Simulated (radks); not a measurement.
Results of a calculation; reference values are marked as such.
Q: The table gives one normalised radial function P(r) = r R(r) of Pb14+ in [Xe] 4f14 (r in bohr). Level of theory: non-relativistic Kohn-Sham, PBE, spin-polarised, spherical densities, point nucleus; relativity is left out, which matters for an element this heavy (a radial shooting solver on a logarithmic mesh with Libxc functionals).

r              P
0.002688   0.1251
0.0035     0.1515
0.004593   0.1800
0.005981   0.2054
0.007851   0.2234
0.01022    0.2242
0.01342    0.1960
0.01747    0.1287
0.02293    0.0117
0.0301    -0.1437
0.0392    -0.2922
0.05145   -0.3674
0.067     -0.2802
0.08794    0.0059
0.1145     0.3602
0.1503     0.5223
0.1957     0.2413
0.2569    -0.3800
0.3372    -0.7575
0.4391    -0.3960
0.5763     0.5308
0.7504     1.2238
0.985      1.1949
1.283      0.6713
1.684      0.2082
2.192      0.0343
2.877      0.0022

Which n and l does it have? It may be an empty orbital.

A: n = 5, l = 0: the number of nodes gives n - l - 1 = 4, the rise at small r (about r^(l+1)) gives l, and the extent must fit the shell. The curve is that of 5s. 5s: eigenvalue -361.39 eV, 4 radial nodes at r = 0.0235, 0.0875, 0.219, 0.497 bohr, <r> = 0.887 bohr, 90 % of the charge inside 1.24 bohr.
